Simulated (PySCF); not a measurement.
InF2, SMILES [F][In][F], multiplicity 2. Geometry: PBE0-D3(BJ)/def2-TZVP. The spin state was assumed, not searched. The isomer is the one that the SMILES or the coordinates give; other isomers of the formula were not compared. The def2 effective core potentials stand for the cores of In; spin–orbit coupling is left out.

Computed equilibrium geometry at PBE0-D3(BJ)/def2-TZVP (PySCF confirms it by a frequency run) as Cartesian coordinates in Å, and its point group:
point group C2v.
```xyz
3

In     0.0000     0.0000     0.2753
F      0.0000    -1.6669    -0.7495
F      0.0000     1.6669    -0.7495
```
Charge 0, spin multiplicity 2.
